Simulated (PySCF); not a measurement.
Stepwise substitution at one centre (Sn OCH3-SiH3). All species are isolated molecules in the gas phase. One relaxed conformer stands for each flexible species; it need not be the lowest. Strings in code marks are SMILES.

The four lowest singlet excitations (Tamm–Dancoff). Level of theory: B3LYP-D3(BJ)/def2-TZVP // PBE0-D4/def2-SVP in PySCF. B3LYP has the VWN-RPA correlation part, as in Gaussian. Excitations are Tamm–Dancoff values on a coarser integration grid. The basis has no diffuse functions, so Rydberg states are missing or too high.

```json
[
 {"state": "S1", "energy (eV)": "4.57", "wavelength (nm)": "272", "oscillator strength": "0.000"},
 {"state": "S2", "energy (eV)": "4.64", "wavelength (nm)": "267", "oscillator strength": "0.016"},
 {"state": "S3", "energy (eV)": "4.64", "wavelength (nm)": "267", "oscillator strength": "0.016"},
 {"state": "S4", "energy (eV)": "4.86", "wavelength (nm)": "255", "oscillator strength": "0.058"}
]
```

### Question
Say which member gives these states.
A) `C[O][Sn]([SiH3])([O]C)[O]C`
B) `C[O][Sn]([O]C)([O]C)[O]C`
C) `C[O][Sn]([SiH3])([SiH3])[SiH3]` (C–O–Sn–Si torsion 61°)
D) `[SiH3][Sn]([SiH3])([SiH3])[SiH3]`

### Answer
B, `C[O][Sn]([O]C)([O]C)[O]C`
